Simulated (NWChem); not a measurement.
System: C₂H₅S, doublet; SMILES CC[S]

NWChem input:

```
start job
memory heap 200 mb stack 900 mb global 1100 mb
geometry units angstroms noautoz
  C      0.385449    -1.590372     0.000000
  C     -0.610572    -0.434378     0.000000
  S      0.098861     1.226108     0.000000
  H      1.038882    -1.549979     0.894041
  H     -0.141979    -2.567630     0.000000
  H      1.038882    -1.549979    -0.894041
  H     -1.296907    -0.479581     0.878067
  H     -1.296907    -0.479581    -0.878067
end
basis spherical
  * library def2-svp
end
dft
  odft
  mult 2
  xc xpbe96 cpbe96
  iterations 150
  mulliken
end
task dft energy
```

Parts of the log:

```
             Northwest Computational Chemistry Package (NWChem) 7.3.0
             --------------------------------------------------------

 CS  symmetry detected

                             Geometry "geometry" -> ""
                             -------------------------

 Output coordinates in angstroms (scale by  1.889725989 to convert to a.u.)

  No.       Tag          Charge          X              Y              Z
 ---- ---------------- ---------- -------------- -------------- --------------
    1 C                    6.0000     0.35972373    -1.62494616     0.00000000
    2 C                    6.0000    -0.60843492    -0.44551885     0.00000000
    3 S                   16.0000     0.14041082     1.19756940     0.00000000
    4 H                    1.0000     1.01393442    -1.60015378     0.89404100
    5 H                    1.0000    -0.19086885    -2.58934302     0.00000000
    6 H                    1.0000     1.01393442    -1.60015378    -0.89404100
    7 H                    1.0000    -1.29565299    -0.47433491     0.87806700
    8 H                    1.0000    -1.29565299    -0.47433491    -0.87806700

 Effective nuclear repulsion energy (a.u.)      97.3411613184

      Symmetry information
      --------------------

 Group name             Cs
 Group number              2
 Group order               2
 No. of unique centers     6

  pbe96 is a nonlocal functional; adding pw91lda local functional.

                                 NWChem DFT Module
                                 -----------------

 Summary of "ao basis" -> "ao basis" (spherical)
 ------------------------------------------------------------------------------
       Tag                 Description            Shells   Functions and Types
 ---------------- ------------------------------  ------  ---------------------
 C                          def2-svp                 6       14   3s2p1d
 S                          def2-svp                 8       18   4s3p1d
 H                          def2-svp                 3        5   2s1p

      Symmetry analysis of basis
      --------------------------

        a'         47
        a"         24

            General Information
            -------------------
          SCF calculation type: DFT
          Wavefunction type:  spin polarized.
          No. of atoms     :     8
          No. of electrons :    33
           Alpha electrons :    17
            Beta electrons :    16
          Charge           :     0
          Spin multiplicity:     2
          Use of symmetry is: on ; symmetry adaption is: on
          Maximum number of iterations: 150
          AO basis - number of functions:    71
                     number of shells:    35
          Convergence on energy requested:  1.00D-06
          Convergence on density requested:  1.00D-05
          Convergence on gradient requested:  5.00D-04

              XC Information
              --------------
          PerdewBurkeErnzerhof Exchange Functional  1.000
            Perdew 1991 LDA Correlation Functional  1.000 local
           PerdewBurkeErnz. Correlation Functional  1.000 non-local

             Grid Information
             ----------------
          Grid used for XC integration:  medium
          Radial quadrature: Mura-Knowles
          Angular quadrature: Lebedev.
          Tag              B.-S. Rad. Rad. Pts. Rad. Cut. Ang. Pts.
          ---              ---------- --------- --------- ---------
          C                   0.70       49           8.0       434
          S                   1.00       88          10.0       590
          H                   0.35       45          10.0       434
          Grid pruning is: on
          Number of quadrature shells:   321
          Spatial weights used:  Erf1

      Superposition of Atomic Density Guess
      -------------------------------------

 Sum of atomic energies:        -475.09333455

      Non-variational initial energy
      ------------------------------

 Total energy =    -476.475481
 1-e energy   =    -845.650234
 2-e energy   =     271.833592
 HOMO         =      -0.256162
 LUMO         =       0.097267

   Symmetry analysis of molecular orbitals - initial alpha
   -------------------------------------------------------

  Numbering of irreducible representations:

     1 a'          2 a"

  Orbital symmetries:

     1 a'          2 a'          3 a'          4 a'          5 a'
     6 a'          7 a"          8 a'          9 a'         10 a'
    11 a"         12 a'         13 a'         14 a"         15 a'
    16 a'         17 a"         18 a'         19 a'         20 a'
    21 a"         22 a'         23 a"         24 a'         25 a'
    26 a"         27 a'

   Symmetry analysis of molecular orbitals - initial beta
   ------------------------------------------------------

  Numbering of irreducible representations:

     1 a'          2 a"

  Orbital symmetries:

     1 a'          2 a'          3 a'          4 a'          5 a'
     6 a'          7 a"          8 a'          9 a'         10 a'
    11 a"         12 a'         13 a'         14 a"         15 a'
    16 a'         17 a"         18 a'         19 a'         20 a'
    21 a"         22 a'         23 a"         24 a'         25 a'
    26 a"         27 a'

     ---------------------------------------------
      Total Density - Mulliken Population Analysis
     ---------------------------------------------

    Atom       Charge   Shell Charges
 -----------   ------   -------------------------------------------------------
    1 C    6     6.27   1.99  0.96  0.20  2.04  1.05  0.02
    2 C    6     6.15   1.99  0.95  0.26  1.85  1.06  0.04
    3 S   16    16.19   2.00  1.99  1.24  0.70  5.94  1.67  2.63  0.03
    4 H    1     0.90   0.67  0.21  0.02
    5 H    1     0.90   0.67  0.21  0.02
    6 H    1     0.90   0.67  0.21  0.02
    7 H    1     0.85   0.64  0.19  0.02
    8 H    1     0.85   0.64  0.19  0.02

     --------------------------------------------
      Spin Density - Mulliken Population Analysis
     --------------------------------------------

    Atom       Charge   Shell Charges
 -----------   ------   -------------------------------------------------------
    1 C    6     0.00   0.00  0.00  0.00  0.00 -0.00  0.00
    2 C    6     0.05   0.00  0.00  0.00  0.04  0.00  0.00
    3 S   16     0.83   0.00  0.00  0.00  0.00  0.01  0.30  0.53  0.00
    4 H    1     0.01   0.00  0.00 -0.00
    5 H    1     0.00   0.00  0.00  0.00
    6 H    1     0.01   0.00  0.00 -0.00
    7 H    1     0.05   0.04  0.01  0.00
    8 H    1     0.05   0.04  0.01  0.00

   convergence    iter        energy       DeltaE   RMS-Dens  Diis-err
 ---------------- ----- ----------------- --------- --------- ---------
 d= 0,ls=0.0,diis     1   -476.8640063093 -5.74D+02  5.30D-03  7.56D-02
                                                     5.76D-03  7.51D-02
 d= 0,ls=0.5,diis     2   -476.8624516938  1.55D-03  2.07D-03  6.54D-02
                                                     1.99D-03  6.14D-02
 d= 0,ls=0.5,diis     3   -476.8961959958 -3.37D-02  8.46D-04  2.51D-03
                                                     8.36D-04  2.33D-03
 d= 0,ls=0.5,diis     4   -476.8981706400 -1.97D-03  2.91D-04  2.93D-04
                                                     3.02D-04  3.04D-04
 d= 0,ls=0.5,diis     5   -476.8984247962 -2.54D-04  1.38D-04  5.34D-05
                                                     1.50D-04  6.69D-05
  Resetting Diis
 d= 0,ls=0.5,diis     6   -476.8984846841 -5.99D-05  6.68D-05  1.50D-05
                                                     7.61D-05  2.25D-05
 d= 0,ls=0.5,diis     7   -476.8985048757 -2.02D-05  5.22D-05  4.85D-06
                                                     5.99D-05  9.06D-06
 d= 0,ls=0.5,diis     8   -476.8985139609 -9.09D-06  2.20D-05  2.37D-06
                                                     2.84D-05  3.83D-06
 d= 0,ls=0.5,diis     9   -476.8985176108 -3.65D-06  1.30D-05  5.21D-07
                                                     1.66D-05  1.28D-06
 d= 0,ls=0.5,diis    10   -476.8985192016 -1.59D-06  6.21D-06  5.70D-08
                                                     1.15D-05  6.47D-07
 d= 0,ls=0.5,diis    11   -476.8985200319 -8.30D-07  4.42D-06  1.10D-08
                                                     8.75D-06  3.67D-07

         Total DFT energy =     -476.898520492129
      One electron energy =     -848.357586744755
           Coulomb energy =      312.151613391509
    Exchange-Corr. energy =      -38.033708457269
 Nuclear repulsion energy =       97.341161318386

 Numeric. integr. density =       32.999984505101

                  Occupations of the irreducible representations
                  ----------------------------------------------

                     irrep           alpha         beta
                     --------     --------     --------
                     a'               13.0         13.0
                     a"                4.0          3.0

                    DFT Final Alpha Molecular Orbital Analysis
                    ------------------------------------------

 Vector   15  Occ=1.000000D+00  E=-3.035625D-01  Symmetry=a'
              MO Center= -1.7D-02, -2.4D-01, -5.9D-16, r^2= 3.6D+00
   Bfn.  Coefficient  Atom+Function         Bfn.  Coefficient  Atom+Function
  ----- ------------  ---------------      ----- ------------  ---------------
    37      0.292274  3 S  py                40      0.289931  3 S  py
    52     -0.248068  5 H  s                 19     -0.242993  2 C  py
    18     -0.198768  2 C  px                 5      0.188788  1 C  py
    32      0.186980  3 S  s                  4      0.172074  1 C  px
    34      0.162471  3 S  py                53     -0.131589  5 H  s

 Vector   16  Occ=1.000000D+00  E=-2.365840D-01  Symmetry=a"
              MO Center= -1.1D-02,  9.3D-01,  2.6D-16, r^2= 2.0D+00
   Bfn.  Coefficient  Atom+Function         Bfn.  Coefficient  Atom+Function
  ----- ------------  ---------------      ----- ------------  ---------------
    41      0.629666  3 S  pz                38      0.455396  3 S  pz
    35      0.255315  3 S  pz                62     -0.166378  7 H  s
    67      0.166378  8 H  s                 20     -0.164968  2 C  pz
    63     -0.101865  7 H  s                 68      0.101865  8 H  s
    48      0.071766  4 H  s                 58     -0.071766  6 H  s

 Vector   17  Occ=1.000000D+00  E=-1.987605D-01  Symmetry=a'
              MO Center=  1.1D-01,  1.0D+00, -6.3D-16, r^2= 1.9D+00
   Bfn.  Coefficient  Atom+Function         Bfn.  Coefficient  Atom+Function
  ----- ------------  ---------------      ----- ------------  ---------------
    39      0.590735  3 S  px                36      0.415542  3 S  px
    40     -0.281227  3 S  py                33      0.236229  3 S  px
     3     -0.221100  1 C  s                 37     -0.184914  3 S  py
     5     -0.122059  1 C  py                34     -0.105349  3 S  py
    18     -0.092110  2 C  px                53      0.090946  5 H  s

 Vector   18  Occ=0.000000D+00  E= 2.212873D-02  Symmetry=a'
              MO Center= -4.4D-01, -2.0D-01,  1.2D-16, r^2= 4.9D+00
   Bfn.  Coefficient  Atom+Function         Bfn.  Coefficient  Atom+Function
  ----- ------------  ---------------      ----- ------------  ---------------
    17      1.941384  2 C  s                 63     -0.848176  7 H  s
    68     -0.848176  8 H  s                  3      0.771900  1 C  s
    40      0.709309  3 S  py                32     -0.695293  3 S  s
    48     -0.504039  4 H  s                 58     -0.504039  6 H  s
    22      0.479163  2 C  py                39      0.385064  3 S  px

 Vector   19  Occ=0.000000D+00  E= 5.356376D-02  Symmetry=a'
              MO Center= -2.9D-01, -8.4D-01, -4.1D-14, r^2= 5.2D+00
   Bfn.  Coefficient  Atom+Function         Bfn.  Coefficient  Atom+Function
  ----- ------------  ---------------      ----- ------------  ---------------
     3      1.525036  1 C  s                 53     -1.111495  5 H  s
    21     -0.731566  2 C  px                40     -0.694671  3 S  py
    63     -0.539365  7 H  s                 68     -0.539365  8 H  s
    32      0.438660  3 S  s                 48     -0.368607  4 H  s
    58     -0.368607  6 H  s                 22     -0.354222  2 C  py

 Vector   20  Occ=0.000000D+00  E= 7.620589D-02  Symmetry=a"
              MO Center= -8.3D-01, -7.0D-01,  3.5D-14, r^2= 4.6D+00
   Bfn.  Coefficient  Atom+Function         Bfn.  Coefficient  Atom+Function
  ----- ------------  ---------------      ----- ------------  ---------------
    63      1.329322  7 H  s                 68     -1.329322  8 H  s
    23     -1.011682  2 C  pz                48      0.624376  4 H  s
    58     -0.624376  6 H  s                 20     -0.363562  2 C  pz
     9     -0.316884  1 C  pz                 6     -0.178281  1 C  pz
    62      0.151639  7 H  s                 67     -0.151639  8 H  s

                     DFT Final Beta Molecular Orbital Analysis
                     -----------------------------------------

 Vector   14  Occ=1.000000D+00  E=-3.178153D-01  Symmetry=a"
              MO Center=  1.2D-01, -1.1D+00,  4.6D-15, r^2= 2.4D+00
   Bfn.  Coefficient  Atom+Function         Bfn.  Coefficient  Atom+Function
  ----- ------------  ---------------      ----- ------------  ---------------
     6      0.356208  1 C  pz                47      0.272283  4 H  s
    57     -0.272283  6 H  s                 20     -0.257429  2 C  pz
    62     -0.204976  7 H  s                 67      0.204976  8 H  s
     9      0.156714  1 C  pz                48      0.130415  4 H  s
    58     -0.130415  6 H  s                 23     -0.109721  2 C  pz

 Vector   15  Occ=1.000000D+00  E=-2.966247D-01  Symmetry=a'
              MO Center= -2.8D-02, -7.1D-02, -7.2D-16, r^2= 3.5D+00
   Bfn.  Coefficient  Atom+Function         Bfn.  Coefficient  Atom+Function
  ----- ------------  ---------------      ----- ------------  ---------------
    37      0.297182  3 S  py                40      0.293199  3 S  py
    19     -0.264971  2 C  py                52     -0.231852  5 H  s
    32      0.212361  3 S  s                 18     -0.203698  2 C  px
     5      0.179896  1 C  py                34      0.166008  3 S  py
     4      0.147131  1 C  px                39      0.129265  3 S  px

 Vector   16  Occ=1.000000D+00  E=-1.860670D-01  Symmetry=a'
              MO Center=  1.1D-01,  1.0D+00, -1.1D-15, r^2= 1.9D+00
   Bfn.  Coefficient  Atom+Function         Bfn.  Coefficient  Atom+Function
  ----- ------------  ---------------      ----- ------------  ---------------
    39      0.593282  3 S  px                36      0.413460  3 S  px
    40     -0.281474  3 S  py                33      0.235836  3 S  px
     3     -0.233934  1 C  s                 37     -0.183237  3 S  py
     5     -0.118374  1 C  py                34     -0.104635  3 S  py
    53      0.098867  5 H  s                 18     -0.086577  2 C  px

 Vector   17  Occ=0.000000D+00  E=-1.730197D-01  Symmetry=a"
              MO Center=  5.4D-02,  1.1D+00, -3.4D-17, r^2= 1.8D+00
   Bfn.  Coefficient  Atom+Function         Bfn.  Coefficient  Atom+Function
  ----- ------------  ---------------      ----- ------------  ---------------
    41      0.663388  3 S  pz                38      0.448296  3 S  pz
    35      0.256814  3 S  pz                62     -0.140066  7 H  s
    67      0.140066  8 H  s                 20     -0.113407  2 C  pz
    63     -0.107296  7 H  s                 68      0.107296  8 H  s
    48      0.085308  4 H  s                 58     -0.085308  6 H  s

[...]
```

Level: PBE/def2-SVP, spin-unrestricted. In the optimisation the excess spin sits in a" (Cs, its own frame). Geometry: optimised at PBE-D3(BJ)/def2-SVP, spin-unrestricted. No stability test was run on the SCF state.
